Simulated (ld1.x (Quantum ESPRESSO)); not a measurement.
## Scattering properties, PAW potential for cobalt

cobalt, PAW, made with ld1.x (Quantum ESPRESSO) 7.5 (PBE, scalar-relativistic). Core [Ar], reference 3d7 4s2 4p0. Waves: 4s (bound): rcut 1.95, rcutus 2.30 bohr; 4s channel at 0.4 Ry: rcut 1.95, rcutus 2.30 bohr; 4p (bound, empty): rcut 1.80, rcutus 2.25 bohr; 4p channel at 1.1 Ry: rcut 1.80, rcutus 2.25 bohr; 3d (bound): rcut 1.40, rcutus 1.65 bohr; 3d channel at 1.65 Ry: rcut 1.40, rcutus 1.65 bohr. Local part: all-electron potential smoothed inside 1.35 bohr (lloc = -1). Core correction: Bessel-smoothed model core inside 1.50 bohr. Augmentation charge: PSQ, inside the norm-conserving radii.

The phase is arctan(r·u′/u) with u = r·R(r), unwrapped; energies in Ry, scanned from -3 to 5 Ry. A pole is an energy at which the radial function vanishes at the test radius. The pseudo phase is shifted by a multiple of π to meet the all-electron one at the reference energy, and phase errors are pseudo minus all-electron; the curves can meet again beyond the range given. Levels narrower than the energy grid can be missing from the lists of poles. Where the grid stepped over a known ghost or core level, its pole and its step of π were put in at the level’s energy.

| channel | radius (bohr) | reference energy (Ry) | poles, all-electron | poles, pseudo | unbroken range about the reference energy with phases within 0.05 rad | phase error 1 Ry above the reference energy (rad) |
| --- | --- | --- | --- | --- | --- | --- |
| s | 2.48 | -0.40 | 1.69 | -1.74, 1.69 | above -1.7 | -0.000 |
| p | 2.48 | -0.09 | 2.77 | 2.60, 3.30 | below 2.8 | -0.000 |
| d | 2.48 | -0.60 | -0.47, 4.61 | -0.47, 4.57 | the whole range | -0.000 |

Note: ghost state, extra bound levels that the all-electron valence spectrum of the same l lacks: s at -23.6 eV. A true bound ghost makes a file unfit for plane-wave use.

Phases in the s channel:

```csv
E (Ry),all-electron,pseudo
-3.00,1.289,4.431
-2.52,1.250,4.391
-2.04,1.190,4.330
-1.56,1.087,1.088
-1.08,0.868,0.869
-0.60,0.258,0.258
-0.12,-0.786,-0.786
0.36,-1.247,-1.247
0.84,-1.426,-1.426
1.32,-1.520,-1.521
1.80,-1.583,-1.584
2.28,-1.633,-1.633
2.76,-1.679,-1.679
3.24,-1.726,-1.728
3.72,-1.784,-1.787
4.20,-1.866,-1.872
4.68,-2.003,-2.022
```
